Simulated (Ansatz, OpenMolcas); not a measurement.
# Computed against measured: atomisation enthalpy at 298 K

6 molecules with halogens; the atomisation enthalpy at 298 K in kJ/mol, computed less measured. Shapes, held fixed at every level: PBE0-D4/def2-TZVP. Thermal terms are harmonic and unscaled (PBE0-D4/def2-TZVP); the spin-orbit lowering of the free atoms is taken from their spectra. Programs: Ansatz 0.2.0, OpenMolcas 26.06. Measured values: Active Thermochemical Tables, NIST-JANAF tables.

Levels: A = HF/aug-cc-pVDZ; B = wB97M-V/aug-cc-pVDZ; C = CCSDT/STO-3G; D = CCSD(T)/def2-TZVPP.

| molecule | from tabulated heats | A | B | C | D |
| --- | --- | --- | --- | --- | --- |
| BClF2 (SMILES FB(F)Cl) | 1736 | -467 | -37 | -196 | -47 |
| BF3 (boron trifluoride) | 1944 | -527 | -60 | -314 | -52 |
| SOF2 (thionyl fluoride) | 1229 | -773 | -87 | -1023 | -40 |
| CH2F2 (difluoromethane) | 1763 | -563 | -21 | -232 | -48 |
| SiH3Cl (chlorosilane) | 1367 | -360 | -37 | +201 | -35 |
| SiH2F2 (SMILES F[SiH2]F) | 1836 | -552 | -117 | -378 | -64 |

Question: Which level does best on this set, which worst, and which err to one side?

Answer: 
```csv
level,kind,mean error,mean absolute error,worst case
HF/aug-cc-pVDZ,Hartree–Fock,-540.3,540.3,SOF2
wB97M-V/aug-cc-pVDZ,range-separated hybrid,-59.8,59.8,SiH2F2
CCSDT/STO-3G,coupled cluster or CI,-323.7,390.7,SOF2
CCSD(T)/def2-TZVPP,coupled cluster or CI,-47.7,47.7,SiH2F2
```

On this set CCSD(T)/def2-TZVPP has the smallest mean absolute error and HF/aug-cc-pVDZ the largest. HF/aug-cc-pVDZ is too low in 6 of 6; wB97M-V/aug-cc-pVDZ is too low in 6 of 6; CCSDT/STO-3G is too low in 5 of 6; CCSD(T)/def2-TZVPP is too low in 6 of 6. The heats of SiH3Cl come from older tables and can be uncertain by 10 kJ/mol or more. The tabulated values of BClF2, BF3, SOF2, SiH2F2 are in doubt (older tables, estimates, or at odds with other calculations) and kept here. For CCSD(T)/def2-TZVPP the error grows with the size of the molecule. Hartree–Fock lacks correlation and underbinds. Rows in very small basis sets show the basis more than the method. Correlated wave functions converge slowly with the basis. T1 is large for SOF2 (0.022), so single-reference values are less sure there. The set is small.
